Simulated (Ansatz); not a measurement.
Molecule: GeF, charge 0, multiplicity 2. 
Geometry from a B3LYP-D3(BJ)/def2-TZVP (Ansatz, a quantum-chemistry and plane-wave program) optimisation:
```
F
Ge 1 1.7699
```
Charge 0, spin multiplicity 2.

Wanted: atomisation energy (electronic, to ground-state atoms), in kcal/mol. Valence correlation only, unless marked. Open shells are spin-unrestricted. Spin-orbit coupling is left out. The frozen core is the preceding noble-gas configuration, with the filled d and f shells of earlier blocks. Non-relativistic. The coupled-cluster limit lacks core correlation, which all-electron functionals hold. Basis-set limits of correlation are two-point, X^-3; Hartree-Fock from the larger set (for Q and 5 zeta extrapolated as (X+1)exp(-9√X)). The bracket is a focal-point correction in the basis named.

| level | program | atomisation energy (kcal/mol) | minus last row |
|---|---|---|---|
| HF/def2-QZVPP | Ansatz | 78.8 | -45.7 |
| HF/def2-QZVPPD | Ansatz | 78.9 | -45.6 |
| BLYP-D3(BJ)/def2-TZVPD | Ansatz + dftd3 | 129.2 | 4.7 |
| BLYP-D4/def2-TZVPD | Ansatz + dftd4 | 129.4 | 4.9 |
| r2SCANh-D4/def2-TZVPD | Ansatz + dftd4 | 121.5 | -3.0 |
| HSE06-D4/def2-TZVPD | Ansatz + dftd4 | 121.2 | -3.3 |
| MP2/CBS(cc-pVQZ,cc-pV5Z) | Ansatz | 131.7 | 7.2 |
| CCSD/def2-TZVPPD | Ansatz | 116.3 | -8.2 |
| RI-MP2/CBS(def2-TZVPPD,def2-QZVPPD)+[CCSD(T)-MP2]/def2-SVPD | Ansatz | 123.6 | -0.9 |
| CCSD(T)/CBS(cc-pVQZ,cc-pV5Z) | Ansatz | 124.5 | 0.0 |
